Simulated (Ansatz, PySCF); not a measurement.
In(F)(Me)(vinyl) (C₃H₆FIn), SMILES [F][In]([CH3])[CH]=C.

The structure is a stationary point at B3LYP-D3(BJ)/def2-SVP. The structure was generated by enumeration; whether it is a known compound was not checked. The def2 effective core potentials stand for the cores of In; spin–orbit coupling is left out. The values are those of a single conformer.

Vertical ionisation energy (IE) and electron affinity (EA) in eV. Rows of orbital energies are one-electron estimates. Where ΔSCF, EOM or ADC give a negative EA the extra electron is unbound and the value depends on the basis.

| level | IE | EA |
|---|---|---|
| −ε(HOMO), −ε(LUMO), HF/def2-TZVP (PySCF) | 10.55 | -1.14 |
| −ε(HOMO), −ε(LUMO), PBE/def2-TZVP (PySCF) | ___ | ___ |
| ΔSCF, CAM-B3LYP/def2-SVPD (Ansatz), final states of multiplicity 2 and 2 | 9.92 | -0.07 |
| ΔSCF, PBE/def2-SVPD (Ansatz), final states of multiplicity 2 and 2 | 9.36 | 0.03 |

Question: What belongs in the gaps? (Estimate from the structure and the level; the computed values follow.)

Answer: 
- −ε(HOMO), −ε(LUMO), PBE/def2-TZVP (PySCF), IE: 6.51
- −ε(HOMO), −ε(LUMO), PBE/def2-TZVP (PySCF), EA: 2.28

Question: What vertical singlet–triplet gap does ΔSCF give with CAM-B3LYP/def2-SVPD (Ansatz, a quantum-chemistry and plane-wave program) and with PBE/def2-SVPD (Ansatz)? (The exact figures need the calculation; the answer reports its results.)

Answer: 4.12 and 4.16 eV (triplet above singlet where positive).
